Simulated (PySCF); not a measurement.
**Orbital energies, ionisation energy and electron affinity**

Compound: CH₅B₃Cl₂.
Atom-mapped SMILES: `[BH2:1][CH2:2][BH:3][B:4]([Cl:5])[Cl:6]` (hydrogens: H7, H8 on B1; H9, H10 on C2; H11 on B3)

Geometry (PBE0-D3(BJ)/def2-SVP, Å), atoms numbered from 1 in this order:
```
atom  x, y, z in Å
B1    -0.7518   -0.1656    0.5718
C2     0.0245    0.5477   -0.5789
B3     1.4034   -0.1744   -0.6567
B4     2.8089    0.4975   -0.0245
Cl5    3.0747    0.2926    1.7034
Cl6    3.9908    1.3790   -0.9658
H7    -1.0136   -1.3435    0.4860
H8    -1.0944    0.4387    1.5611
H9     0.0606    1.6395   -0.4763
H10   -0.5299    0.2270   -1.4850
H11    1.4400   -1.3056   -1.0941
```

Level: CAM-B3LYP/def2-SVPD (PySCF). Frontier orbitals with their largest atomic shares (Löwdin; up to four atoms above 4 %):

```json
{"orbital": "HOMO−3", "ε (eV)": "-11.02", "main atoms": "Cl6 45 %, Cl5 43 %, B4 10 %"}
{"orbital": "HOMO−2", "ε (eV)": "-10.67", "main atoms": "Cl6 42 %, Cl5 41 %, B4 4 %"}
{"orbital": "HOMO−1", "ε (eV)": "-10.62", "main atoms": "B1 24 %, C2 20 %, H8 16 %, B3 10 %"}
{"orbital": "HOMO", "ε (eV)": "-9.67", "main atoms": "?"}
{"orbital": "LUMO", "ε (eV)": "-1.20", "main atoms": "B3 25 %, B1 24 %, C2 16 %, B4 8 %"}
{"orbital": "LUMO+1", "ε (eV)": "-0.41", "main atoms": "B4 42 %, Cl6 17 %, Cl5 17 %, B3 12 %"}
{"orbital": "LUMO+2", "ε (eV)": "0.28", "main atoms": "B1 30 %, B3 25 %, B4 8 %, H8 7 %"}
```

What vertical ionisation energy does ΔSCF give, and how far is −ε(HOMO) from it?

ΔSCF: 10.47 eV (1010 kJ/mol; threshold wavelength 118 nm); ⟨S²⟩ of the doublet left behind is 0.755, against 0.75 for a pure doublet. −ε(HOMO) is 9.67 eV, 0.80 eV below it. In exact Kohn–Sham theory the two would be equal; CAM-B3LYP (range-separated hybrid) falls short of its own ΔSCF value by 8 %. Holes in the HOMO−1 and HOMO−2 were tried too where these lie within 1.2 eV of the HOMO; the lowest converged state counts.

On which atoms does the HOMO lie?

B3 (three-coordinate boron) 23 %, B4 (three-coordinate boron) 20 %, Cl5 (chlorine bonded to B) 20 %, Cl6 (chlorine bonded to B) 19 %, so no atom holds as much as 40 %. The HOMO−1 lies 0.95 eV lower.

And the vertical electron affinity, the fundamental gap, Mulliken's electronegativity and the hardness (with the factor ½)?

EA = 0.55 eV by ΔSCF (−ε(LUMO) = 1.20 eV). IE − EA = 9.92 eV against an orbital gap of 8.47 eV; (IE + EA)/2 = 5.51 eV; (IE − EA)/2 = 4.96 eV. Parr's electrophilicity index (IE + EA)²/[8(IE − EA)] is 1.53 eV.

What kinetic energy would electrons from this vertical process carry with He II light (40.814 eV)?

40.81 − 10.47 = 30.34 eV.

How many of the 10 lowest singlet excitations (vertical TDDFT, same level) lie below the ionisation energy?

All 10; they run from 4.82 to 7.28 eV.

Shift the occupied levels rigidly so that −ε(HOMO) equals the ΔSCF value. What binding energies result?

The shift is +0.80 eV: HOMO 10.47, HOMO−1 11.42, HOMO−2 11.47, HOMO−3 11.82 eV. A rigid shift is only a rough guide to the deeper ionisations.

One conformer (not necessarily the lowest) at the PBE0-D3(BJ)/def2-SVP geometry, without solvent, vibrations or thermal averaging.
